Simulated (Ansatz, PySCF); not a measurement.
1,3-disilinane (C4H12Si2), SMILES [SiH2]1C[SiH2]CCC1. Atoms are numbered in the order given.

```xyz
18

C      0.2804    -1.8038     0.0000
C     -0.2886    -1.1825     1.2895
Si     0.1570     0.6388     1.5252
C     -0.4011     1.5871     0.0000
Si     0.1570     0.6388    -1.5252
C     -0.2886    -1.1825    -1.2895
H      1.3813    -1.7028     0.0000
H      0.0801    -2.8892     0.0000
H      0.0675    -1.7448     2.1699
H     -1.3901    -1.2779     1.2945
H      1.6423     0.7619     1.6656
H     -0.4732     1.1682     2.7740
H     -0.0175     2.6204     0.0000
H     -1.5042     1.6403     0.0000
H     -0.4732     1.1682    -2.7740
H      1.6423     0.7619    -1.6656
H     -1.3901    -1.2779    -1.2945
H      0.0675    -1.7448    -2.1699
```

The structure is a stationary point at ωB97X-D3(BJ)/def2-SVP. One conformer was computed; it need not be the lowest.

Two levels are set side by side: PBE-D3(BJ)/def2-SVP (Ansatz, a program for electronic structure) and ωB97X-D3(BJ)/def2-SVP (PySCF). Each level has its own optimised geometry; the coordinates shown are those of the second. Frequencies come from the Hessian of PySCF at each geometry. Differences are taken from unrounded values.

```tsv
quantity	ωB97X-D3(BJ)	PBE-D3(BJ)	PBE-D3(BJ) minus ωB97X-D3(BJ)
mean bond length (Å)	1.413	1.423	0.010
bond C1–C2 (Å)	1.540	1.543	0.003
bond C1–C6 (Å)	1.540	1.543	0.003
bond C2–Si3 (Å)	1.890	1.903	0.014
bond Si3–C4 (Å)	1.881	1.896	0.015
bond C4–Si5 (Å)	1.881	1.896	0.015
bond Si5–C6 (Å)	1.890	1.903	0.014
bond C1–H7 (Å)	1.105	1.113	0.008
bond C1–H8 (Å)	1.104	1.112	0.009
bond C2–H9 (Å)	1.104	1.111	0.008
bond C2–H10 (Å)	1.106	1.114	0.008
bond Si3–H11 (Å)	1.497	1.509	0.012
bond Si3–H12 (Å)	1.496	1.509	0.013
bond C4–H13 (Å)	1.102	1.110	0.008
bond C4–H14 (Å)	1.104	1.112	0.008
bond Si5–H15 (Å)	1.496	1.509	0.013
bond Si5–H16 (Å)	1.497	1.509	0.012
highest harmonic wavenumber (cm⁻¹)	3156	3057	-99
mean harmonic wavenumber (cm⁻¹)	1344	1289	-55
zero-point energy (kcal/mol)	92.22	88.47	-3.75
```

Exact exchange shortens and stiffens bonds; PBE has none. Differences between two approximate levels are no errors against the true value.
